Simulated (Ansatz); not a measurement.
Ansatz (a quantum-chemistry and plane-wave program) input (CCSD(T)/6-31G*):

Ansatz 0.2 input:
```yaml
crystal:
  periodic: [false, false, false]
  atoms:
    - {symbol: F, position_ang: [-1.12166388, -0.97894471, 0.01107268]}
    - {symbol: C, position_ang: [-0.37832909, 0.02860251, 0.00230053]}
    - {symbol: F, position_ang: [-0.96179234, 1.13645859, 0.00159634]}
    - {symbol: Cl, position_ang: [1.23653415, -0.09348471, -0.00751908]}
basis:
  gaussian:
    orbitals: 6-31G*
total_charge: 1
magnetization: {spin_polarized: false}
correlation: {method: ccsd_t, electrons: outside_noble_gas}
```

End of the output:

```
reference -18935.13901485 eV, -695.8535240975 hartree; 12, 12 occupied and 44, 44 virtual orbitals, 563 factors
second order -16.05750312 eV of doubles, -0.00000000 eV of singles
coupled cluster: 0.11 GiB planned
cycle   1  -15.87063702 eV  change    1.9e-1 eV  update   1.2e-1
cycle   2  -16.33161647 eV  change   -4.6e-1 eV  update   3.5e-2
cycle   3  -16.43964438 eV  change   -1.1e-1 eV  update   1.9e-2
cycle   4  -16.43059017 eV  change    9.1e-3 eV  update   4.6e-3
cycle   5  -16.42631144 eV  change    4.3e-3 eV  update   1.5e-3
cycle   6  -16.42644177 eV  change   -1.3e-4 eV  update   6.5e-4
cycle   7  -16.42623081 eV  change    2.1e-4 eV  update   2.4e-4
cycle   8  -16.42619683 eV  change    3.4e-5 eV  update   1.2e-4
cycle   9  -16.42629063 eV  change   -9.4e-5 eV  update   3.4e-5
cycle  10  -16.42628546 eV  change    5.2e-6 eV  update   8.1e-6
perturbative correction -0.50917360 eV, -0.0187117846 hartree
Total energy: -18952.07447390 eV, -696.4758907385 hartree
```
